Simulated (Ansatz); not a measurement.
Harmonic frequencies (cm⁻¹) at PBE0-D4/def2-TZVP from Ansatz: 93, 223, 250, 374, 421, 488, 526, 614, 640, 972, 1134, 1149, 1229, 1280, 1439, 1482, 1491, 1614, 1836, 3028, 3099, 3102, 3604, 3731.

Each molecule was computed in one conformer, which needn't be the lowest.

Q: Which molecule is it?
A. `C=CCCl`
B. `N=C(Cl)[SiH2]O`
C. `C/N=C(/N)Cl`
D. `O=C(S)[NH][GeH3]`

A: C.
